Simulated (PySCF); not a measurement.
H2MgSSe. Atoms are numbered in the order given.

```xyz
5

Mg     0.0626     0.3875    -0.5933
S      0.2556     1.5933    -2.5246
H      1.2054     0.7733    -3.0097
Se    -0.1433    -0.8593     1.4616
H     -1.1734    -1.6989     0.8297
```
Charge 0, spin multiplicity 1.

Geometry: PBE0-D3(BJ)/def2-TZVP. The values are those of a single conformer.

These are TDA-M06-2X/def2-SVPD (PySCF) values and carry that method's errors.

Vertical excitations. Isolated molecule, no solvent.

Computed excitation energies, oscillator strengths and character:
```csv
state,energy (eV),λ (nm),f,main pairs
S1,4.34,286,0.046,HOMO→LUMO 95 %
S2,4.62,268,0.042,HOMO−1→LUMO 94 %
S3,5.12,242,0.000,HOMO→LUMO+1 81 %
S4,5.37,231,0.048,"HOMO−2→LUMO 47 %, HOMO→LUMO+2 41 %"
S5,5.50,225,0.000,HOMO−1→LUMO+2 85 %
S6,5.72,217,0.057,"HOMO−1→LUMO+1 40 %, HOMO→LUMO+2 27 %, HOMO−3→LUMO 14 %, HOMO−2→LUMO 8 %"
S7,5.73,217,0.005,"HOMO→LUMO+3 35 %, HOMO→LUMO+4 18 %, HOMO→LUMO+6 18 %, HOMO→LUMO+1 11 %"
S8,6.08,204,0.210,"HOMO−2→LUMO+1 52 %, HOMO−2→LUMO 13 %, HOMO−1→LUMO+1 10 %"
S9,6.17,201,0.049,HOMO−2→LUMO+2 75 %
S10,6.24,199,0.436,"HOMO−2→LUMO+1 25 %, HOMO−2→LUMO 19 %, HOMO−1→LUMO+1 15 %, HOMO−2→LUMO+2 10 %"
T1,4.05,306,0,HOMO→LUMO 92 %
T2,4.33,286,0,HOMO−1→LUMO 91 %
T3,4.71,263,0,HOMO−2→LUMO 80 %
T4,4.93,251,0,"HOMO→LUMO+1 62 %, HOMO→LUMO+4 18 %"
```
Triplets are in the Tamm–Dancoff approximation.
